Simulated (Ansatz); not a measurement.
Species: H$_{4}$GeS$_{4}$, SMILES `[SH][Ge]([SH])([SH])[SH]` (charge 0, multiplicity 1).

Q: Give a relaxed geometry from PBE0-D4/def2-SVP in Ansatz (a first-principles code).

A: This is not unique; one that fits is the end point of this relaxation, one of several conformers (outside a Z-matrix the atoms follow the SMILES, hydrogens last).
Z-matrix (Å, degrees):
```
Ge
S 1 2.2183
H 2 1.3528 1 93.58
S 1 2.2183 2 106.28 3 45.59
H 4 1.3527 1 93.62 2 -169.85
S 1 2.2183 2 106.25 3 169.78
H 6 1.3528 1 93.61 2 -45.61
S 1 2.2183 2 116.08 3 -72.31
H 8 1.3526 1 93.55 2 -72.25
```
